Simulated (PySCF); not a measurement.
**Vertical excitation energies**

Species: C₃H₁₀N₂OSi.
Structure used (GFN2-xTB), in Å, numbered top down from 1:
```
atom  x, y, z in Å
C1    -1.6232   -0.0115   -1.4552
N2    -0.6400   -0.0826   -0.4009
C3    -0.9417   -1.1378    0.5420
Si4    0.2248    1.3330    0.0742
C5     1.7610    0.7025    1.0336
N6     2.3461   -0.4229    0.5632
O7     2.2138    1.2963    1.9941
H8    -2.6202    0.2266   -1.0682
H9    -1.6804   -0.9727   -1.9733
H10   -1.3381    0.7577   -2.1667
H11   -1.9139   -0.9859    1.0242
H12   -0.9708   -2.1003    0.0221
H13   -0.1775   -1.1758    1.3145
H14   -0.4649    2.3162    0.9172
H15    0.6549    1.9417   -1.1889
H16    3.1836   -0.7768    1.0011
H17    1.9794   -0.8958   -0.2429
```

The calculation used TDDFT CAM-B3LYP/def2-SVPD, vertical, gas phase, core orbitals frozen in the response (PySCF 2.14.0, density-fitted response routines).

Q: Predict the UV-vis stick spectrum at this level.

A: 

```json
{"state": "S1", "E (eV)": "4.67", "E (kJ/mol)": "451", "λ (nm)": "265.4", "f": "0.0015", "|μ| (D)": "0.29", "main configurations (H = HOMO, L = LUMO)": "H-1→L (47%), H→L (24%), H-1→L+1 (14%)"}
{"state": "S2", "E (eV)": "5.69", "E (kJ/mol)": "549", "λ (nm)": "217.8", "f": "0.0090", "|μ| (D)": "0.64", "main configurations (H = HOMO, L = LUMO)": "H→L (69%), H-1→L (24%)"}
{"state": "S3", "E (eV)": "6.28", "E (kJ/mol)": "606", "λ (nm)": "197.4", "f": "0.023", "|μ| (D)": "0.98", "main configurations (H = HOMO, L = LUMO)": "H→L+1 (79%)"}
{"state": "S4", "E (eV)": "6.62", "E (kJ/mol)": "638", "λ (nm)": "187.4", "f": "0.0056", "|μ| (D)": "0.47", "main configurations (H = HOMO, L = LUMO)": "H→L+2 (69%)"}
{"state": "S5", "E (eV)": "6.71", "E (kJ/mol)": "647", "λ (nm)": "184.9", "f": "0.050", "|μ| (D)": "1.41", "main configurations (H = HOMO, L = LUMO)": "H-1→L+1 (30%), H-2→L (26%)"}
{"state": "S6", "E (eV)": "7.00", "E (kJ/mol)": "676", "λ (nm)": "177.1", "f": "0.043", "|μ| (D)": "1.27", "main configurations (H = HOMO, L = LUMO)": "H-1→L+2 (36%), H-2→L (15%), H-1→L+4 (13%)"}
{"state": "S7", "E (eV)": "7.12", "E (kJ/mol)": "687", "λ (nm)": "174.2", "f": "0.032", "|μ| (D)": "1.09", "main configurations (H = HOMO, L = LUMO)": "H-2→L (30%), H-1→L+1 (11%), H-1→L+2 (11%)"}
{"state": "S8", "E (eV)": "7.28", "E (kJ/mol)": "703", "λ (nm)": "170.2", "f": "0.045", "|μ| (D)": "1.28", "main configurations (H = HOMO, L = LUMO)": "H→L+4 (21%), H→L+3 (18%), H→L+5 (15%)"}
```

Triplets (Tamm–Dancoff): T1 4.06 eV, H-1→L (48%), H→L (22%), H-1→L+1 (15%); T2 5.01 eV, H-2→L (64%), H-2→L+1 (21%); T3 5.48 eV, H→L (67%), H-1→L (22%).

The lowest singlet lies at 4.67 eV (265 nm, ultraviolet) and is very weak; its leading configuration is HOMO-1→LUMO (47%). The strongest level in the table is S5 at 6.71 eV (185 nm, f = 0.050). Löwdin shares by element: HOMO nitrogen 45% or more, oxygen 12%, silicon 8%, carbon 7% or more (atoms not listed hold the other 29%); LUMO silicon 20%, carbon 20% or more, oxygen 15%, nitrogen 8% or more (atoms not listed hold the other 37%). Of the 8 states listed, 5 reach f = 0.01 and none stays under 0.0005. Weighted by f, the mean energy of these states is 6.85 eV. Orbital energies (eV): HOMO-3 -11.25, HOMO-2 -9.35, HOMO-1 -8.48, HOMO -8.06, LUMO 0.70, LUMO+1 1.08, LUMO+2 1.64. Only the lowest 8 singlets were computed, as vertical energies without vibronic structure.

One conformer stands for the species.
